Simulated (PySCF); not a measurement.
Al(H)(OH)(iPr) (C₃H₉AlO), SMILES C[CH]([AlH][OH])C. Geometry optimised at PBE0-D3(BJ)/def2-SVP. The structure was generated by enumeration; whether it is a known compound was not checked. Other conformers were not sampled.

Computed equilibrium geometry at PBE0-D3(BJ)/def2-SVP (PySCF confirms it by a frequency run) as bond lengths and angles (one conformer of several):
Atoms: Al1 H2 O3 H4 C5 C6 C7 H8 H9 H10 H11 H12 H13 H14. Bonds (Å): Al1–H2 1.594, Al1–O3 1.709, Al1–C5 1.964, O3–H4 0.958, C5–C6 1.531, C5–C7 1.529, C5–H8 1.111, C6–H9 1.105, C6–H10 1.104, C6–H11 1.102, C7–H12 1.101, C7–H13 1.105, C7–H14 1.103. Angles (°): H2–Al1–O3 118.9, H2–Al1–C5 123.7, O3–Al1–C5 117.3, Al1–O3–H4 125.5, Al1–C5–C6 112.2, Al1–C5–C7 113.4, Al1–C5–H8 103.5, C6–C5–C7 112.1, C6–C5–H8 107.2, C7–C5–H8 107.7, C5–C6–H9 111.5, C5–C6–H10 111.6, C5–C6–H11 112.5, H9–C6–H10 106.6, H9–C6–H11 107.2, H10–C6–H11 107.1, C5–C7–H12 112.2, C5–C7–H13 111.5, C5–C7–H14 111.5, H12–C7–H13 107.7, H12–C7–H14 106.8, H13–C7–H14 106.9.
